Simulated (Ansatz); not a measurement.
Computed with Ansatz on PBE0-D4/def2-TZVP structures; ΔE is electronic, products minus reactants. CCSD(T)/CBS is the MP2 limit (def2-TZVPP, def2-QZVPP) plus CCSD(T) − MP2 in def2-TZVPP, frozen cores. Functionals use def2-TZVPP. One conformer a species, not always the lowest.

Consider the isomerisation: `FC([SiH3])[SiH2]Cl` → `F[SiH2]C[SiH2]Cl`.

CCSD(T)/CBS gives -276.0 kJ/mol.

Q: Another level gave -261.7 kJ/mol. Which?
A. PBE0-D4/def2-TZVPP
B. ωB97M-V/def2-TZVPP
C. SCS-MP2/def2-TZVPP
D. CCSD(T)/def2-TZVPP

A: A. PBE0-D4 -261.7, ωB97M-V -267.2, SCS-MP2/def2-TZVPP -279.6, CCSD(T)/def2-TZVPP -272.2 kJ/mol.

Largest T1 diagnostic among the species: 0.011.

From PBE to PBE0 (25 % exact exchange), in def2-TZVPP and without D4, ΔE moves by −11.8 kJ/mol.
